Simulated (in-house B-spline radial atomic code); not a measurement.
## The scandium ion Sc⁺: [Ar] 3d1 4s1

Level of theory: non-relativistic M06-2X, spin-polarised, spherical fractional occupations, point nucleus; calculated with an all-electron radial atomic-structure program (B-spline basis).

Screening seen three ways: the hydrogenic charge with the same mean radius, Z_r = [3n² - l(l+1)]/(2<r>), the one with the same energy, Z_e = n√(-2ε), and Slater's rules. Values are occupation-weighted means over spin.

```
shell  electrons   ε (eV)  <r> (bohr)    Z_r    Z_e  Slater
   1s          2  -4447.4     0.07367  20.36  18.08   20.70
   2s          2   -499.7      0.3451  17.39  12.12   16.85
   2p          6   -415.5       0.307  16.29  11.05   16.85
   3s          2  -69.444        1.08  12.50   6.78    9.75
   3p          6  -46.194       1.166  10.72   5.53    9.75
   4s          1  -11.673       3.359   7.14   3.71    3.35
   3d          1   -8.375       1.864   5.63   2.35    3.00
```

The least bound orbital is 3d up at -8.375 eV, while the most diffuse is 4s up (<r> = 3.359 bohr against 1.864 bohr): energy order and size order differ.

Caution: exact exchange at fractional occupations of open shells leaves self-interaction of up to several eV.
